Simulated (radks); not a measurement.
The numbers below are computed, except where a source is named.
How relativity changes the ionisation of the bromine ion Br+ ([Ar] 3d10 4s2 4p4) to Br2+ ([Ar] 3d10 4s2 4p3). Spin-unpolarised spherical Kohn-Sham, PBEsol, point nucleus unless stated (finite: rms radius 4.1629 fm), a radial shooting solver on a logarithmic mesh with Libxc functionals. A level marked "c x" has the speed of light scaled by that factor and shares open shells by 2j + 1; other Dirac levels either fill j = l - 1/2 first or share by 2j + 1.

\begin{tabular}{lrrrrr}
level & E(Br+) (hartree) & E(Br2+) (hartree) & IE (eV) & HOMO & <r> HOMO (bohr) \\ \hline
non-rel. & -2571.64613 & -2570.80949 & 22.766 & 4p & 1.965 \\
scalar-rel. & -2604.22796 & -2603.39112 & 22.771 & 4p & 1.958 \\
scalar-rel., finite nucleus & -2604.20749 & -2603.37065 & 22.771 & 4p & 1.958 \\
Dirac, 2j+1 shares & -2604.40581 & -2603.56874 & 22.778 & 4p3/2 & 1.971 \\
Dirac, low j first & -2604.41987 & -2603.59273 & 22.508 & 4p3/2 & 1.972 \\
Dirac, 2j+1 shares, finite nucleus & -2604.38532 & -2603.54825 & 22.778 & 4p3/2 & 1.971 \\
Dirac, c x 1.5 & -2585.94570 & -2585.10889 & 22.771 & 4p3/2 & 1.968 \\
Dirac, c x 10 & -2571.96348 & -2571.12683 & 22.766 & 4p3/2 & 1.965 \\
Dirac, c x 100 & -2571.64930 & -2570.81266 & 22.766 & 4p3/2 & 1.965 \\
\end{tabular}

NIST Atomic Spectra Database: 21.591 eV (measured). The relativistic part of the total energy of Br+ is -32.74 hartree (Dirac, 2j+1 shares, finite nucleus), 1.3 % of the non-relativistic value. Spin polarisation and multiplet splitting of open shells are left out at every level.

Beside tabulated values, note that spin-unpolarised runs miss the spin-polarisation part of the exchange energy of open shells.
